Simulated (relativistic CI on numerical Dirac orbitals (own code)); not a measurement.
# Er XXVI: q coefficients and field-shift factors

Computed by Dirac-Coulomb-Breit CI, KLI orbitals optimised for each configuration, derivatives by finite differences, unscaled Slater integrals, QED left out (own radial code, finite nucleus).

Configurations in the expansion (outside the closed core [Ar] 3d10): 4s2 4p6 4d7, 4s2 4p5 4d8, 4s2 4p6 4d6 4f, 4s2 4p4 4d9, 4s 4p6 4d8, 4p6 4d9, 4s2 4p6 4d6 5s, 4s 4p5 4d9. Levels of other configurations are missing.

With x = (α/α₀)² − 1 an excitation energy changes as ω = ω₀ + qx; K = 2q/ω₀ is the relative enhancement. Terms are leading LS components, so labels can repeat. The field-shift factor is F = δν/δ⟨r²⟩ for the transition from the lowest level.

Lowest level 4s2 4p6 4d7 4F_9/2.

| Level | ω₀ (cm⁻¹) | q (cm⁻¹) | K | F (GHz/fm²) |
| --- | --- | --- | --- | --- |
| 4s2 4p6 4d7 2P_3/2 | 30540 | -896.5 | -0.0587 | -0.464 |
| 4s2 4p6 4d7 2D_5/2 | 43784 | 8994 | 0.411 | 0.17 |
| 4s2 4p6 4d7 4F_7/2 | 72853 | 81780 | 2.25 | 1.7 |
| 4s2 4p6 4d7 4F_3/2 | 96497 | 83780 | 1.74 | 1.73 |
| 4s2 4p6 4d7 2G_9/2 | 98192 | 75910 | 1.55 | 1.68 |
| 4s2 4p6 4d7 4P_5/2 | 101295 | 85790 | 1.69 | 1.87 |
| 4s2 4p6 4d7 4P_1/2 | 107738 | 80480 | 1.49 | 1.33 |
| 4s2 4p6 4d7 2H_11/2 | 122128 | 78390 | 1.28 | 1.96 |
| 4s2 4p6 4d7 2G_7/2 | 130991 | 87630 | 1.34 | 1.87 |
| 4s2 4p6 4d7 2F_5/2 | 149773 | 74560 | 0.996 | 1.7 |
| 4s2 4p6 4d7 4F_5/2 | 170593 | 156300 | 1.83 | 3.16 |
| 4s2 4p6 4d7 4F_3/2 | 173523 | 152200 | 1.75 | 3.16 |
| 4s2 4p6 4d7 2P_1/2 | 191369 | 163700 | 1.71 | 2.92 |
| 4s2 4p6 4d7 2D_3/2 | 192822 | 97920 | 1.02 | 2.19 |
| 4s2 4p6 4d7 2H_9/2 | 197280 | 160900 | 1.63 | 3.59 |
| 4s2 4p6 4d7 2F_7/2 | 208566 | 152400 | 1.46 | 3.22 |
| 4s2 4p6 4d7 2D_5/2 | 268677 | 158500 | 1.18 | 3.61 |
| 4s2 4p6 4d7 2D_3/2 | 281455 | 235200 | 1.67 | 4.67 |
| 4s2 4p5 4d8 4G°_11/2 | 1181656 | 113800 | 0.193 | 8.91 |
| 4s2 4p5 4d8 2D°_5/2 | 1194987 | 108800 | 0.182 | 8.19 |
| 4s2 4p5 4d8 4F°_9/2 | 1197340 | 103800 | 0.173 | 9.27 |
| 4s2 4p5 4d8 2F°_7/2 | 1209581 | 114700 | 0.19 | 7.86 |
| 4s2 4p5 4d8 2P°_1/2 | 1211413 | 102900 | 0.17 | 9.25 |

At this charge energies of transitions that change n are usually good to better than 1 %, and those within a shell (Δn = 0) to a few per cent. Terms inside the open d or f shell come out 10 to 20 % too wide with unscaled integrals.
